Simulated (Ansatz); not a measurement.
The first iterations of a band of a periodic cell of 13 atoms, Tc$_{12}$H (host Tc, host structure hcp, interstitial H).

Theory: DFT PBE, scalar-relativistic, plane waves, PAW (Ansatz 0.2.0). Settings: cutoff 600 eV, k mesh 4x3x4, gaussian smearing 0.15 eV, no spin polarisation.

```
movable images  : 5
climbing image  : yes
spring          : 5.0 eV/Å²
optimiser       : quadratic models (default)
start path      : IDPP
force threshold : 0.05 eV/Å
iteration limit : 73
end points      : relaxed
```

First end point:

```xyz
13
Lattice="5.4800 0.0000 0.0000 -4.1100 7.1187 0.0000 0.0000 0.0000 4.3950" Properties=species:S:1:pos:R:3
Tc -0.030 -0.014 0.047
Tc -0.030 1.592 2.145
Tc -1.373 2.377 0.021
Tc -1.370 3.961 2.163
Tc -2.740 4.745 0.025
Tc -2.743 6.298 2.152
Tc 2.764 -0.011 0.050
Tc 2.764 1.595 2.147
Tc 1.367 2.402 0.042
Tc 1.364 3.955 2.170
Tc -0.006 4.739 0.032
Tc -0.003 6.323 2.174
H 1.367 0.791 3.295
```

Last end point:

```xyz
13
Lattice="5.4800 0.0000 0.0000 -4.1100 7.1187 0.0000 0.0000 0.0000 4.3950" Properties=species:S:1:pos:R:3
Tc -0.026 -0.009 -0.050
Tc -0.025 1.597 2.247
Tc -1.369 2.381 -0.024
Tc -1.366 3.965 2.228
Tc -2.736 4.749 -0.028
Tc -2.739 6.303 2.240
Tc 2.767 -0.007 -0.053
Tc 2.768 1.599 2.245
Tc 1.371 2.406 -0.045
Tc 1.368 3.960 2.222
Tc -0.002 4.743 -0.034
Tc 0.001 6.328 2.218
H 1.371 0.795 1.097
```

| iteration | highest image above the first end (eV) | largest band force component (eV/Å) |
| --- | --- | --- |
| 1 | 1.165 | 2.859 |
| 2 | 0.774 | 1.229 |

Does the band converge within its limit, and where does its top end?

It converged. It ended after 5 iterations with the highest image 0.693 eV above the first end. By the program's own check the climbing image is of a kind that is not told: the force calls were inconclusive, a negative curvature could not be distinguished from the path's own, the only one lies far off the path, or fixed occupations may fill a level only in part (lowest curvatures found: -3.44 and 1.87 eV/Å²). Limits of this set-up: coarse k mesh, odd electron count without spin.

Time of the run: 8 min on 4 threads of AMD EPYC 9R45 96-Core Processor (Zen 5), on a shared host, peak memory 4.5 GiB.
